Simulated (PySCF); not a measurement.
A GIAO shielding run with PySCF 2.14.0 with density-fitted response routines (density fitting, non-relativistic, gas phase) on `C[N+]1(C)[C@H](OC)C[CH2][AlH2-]1`, C6H16AlNO:

```
$ OMP_NUM_THREADS=1 python probes_run.py task.json out

{"job": {"kind": "nmr", "xc": "PBE0", "basis": "pcSseg-1"}, "charge": 0, "multiplicity": 1}
C      2.688366     0.006685     0.638856
O      1.350297    -0.392490     0.678079
C      0.593171    -0.096300    -0.452657
C      0.443515     1.407646    -0.668867
C     -0.252252     2.045661     0.537417
Al    -1.563976     0.676176     1.188247
N     -0.740896    -0.692661    -0.185623
C     -0.648542    -2.058530     0.348380
C     -1.557371    -0.700506    -1.405368
H      2.804439     1.101913     0.717189
H      3.189681    -0.334849    -0.287209
H      3.188252    -0.457051     1.499640
H      1.038732    -0.597342    -1.344246
H     -0.128297     1.573068    -1.595450
H      1.444701     1.822142    -0.884457
H     -0.684882     3.019940     0.262063
H      0.483878     2.243216     1.335265
H     -1.354400     0.006451     2.631199
H     -3.083323     0.756764     0.654631
H     -0.059850    -2.057752     1.269772
H     -1.663567    -2.415180     0.569400
H     -0.180739    -2.736821    -0.387440
H     -1.742015     0.320044    -1.759645
H     -2.531521    -1.150533    -1.178094
H     -1.063219    -1.282320    -2.204009
```

Hardware: 1 thread of an Arm Neoverse N1, shared host. The job also computes population analyses, field gradients, ring-centre shieldings.

(1) How large is the calculation?

(2) How long does it take, and how much memory does it need?

(3) And these other runs on the same molecule and hardware: GIAO shielding at HF/pcSseg-1?

Answers

(1) 80 electrons, 240 basis functions and 1260 auxiliary functions.

(2) 2.2 min of wall time, with 14 SCF cycles and 4 response iterations; peak memory 1.3 GiB. Times on a shared host scatter by some tens of per cent.

(3) HF/pcSseg-1: 240 functions, 47 s.
